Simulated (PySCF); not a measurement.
Vertical excitations of a molecule C₄H₄F₂ from TDDFT-PBE/def2-SVPD (PySCF), as energy in eV (oscillator strength): 5.67 (0.000), 5.87 (0.000), 6.64 (0.000), 7.03 (0.000), 7.18 (0.003), 7.22 (0.043), 7.33 (0.334), 7.70 (0.404), 7.78 (0.001), 7.88 (0.197). Lowest triplet (TDA): 4.57 eV. Geometry: TPSSh-D3(BJ)/def2-SVP. One conformer was computed; it need not be the lowest.

Problem. Which structure fits?
A) C=C/C(F)=C/F
B) C=C=CC(F)F
C) C#CC(C)(F)F
D) FC1(F)C=CC1

Solution. B, C=C=CC(F)F
